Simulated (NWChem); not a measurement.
Molecule: C2H6AlF; SMILES [CH3][Al]([F])[CH3]

Results from NWChem. The geometry was optimised at PBE-D3(BJ)/def2-SVP. B3LYP is NWChem's, with the RPA form of VWN correlation. Static field.

Task: Predict the results for B3LYP/aug-cc-pVDZ. Quantities: isotropic polarisability (bohr³); anisotropy (bohr³).

Result: 
- isotropic polarisability (bohr³) = 52.5
- anisotropy (bohr³) = 16.2
